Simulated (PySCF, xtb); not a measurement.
C4H2BrCl, SMILES C#C/C(Br)=C\Cl.

xtb 6.7.1 with GFN2-xTB at its own geometry gives an orbital gap of 3.36 eV and a dipole moment of 2.26 D.

Geometry: ωB97X-D3(BJ)/def2-SVP. The structure was generated by enumeration; whether it is a known compound was not checked.

Q: What does PySCF with HF/def2-TZVP give? (An estimate is asked for; the answer gives what the named calculation found.)

A: gap 11.49 eV (levels -9.46 and 2.03 eV), dipole 0.29 D.
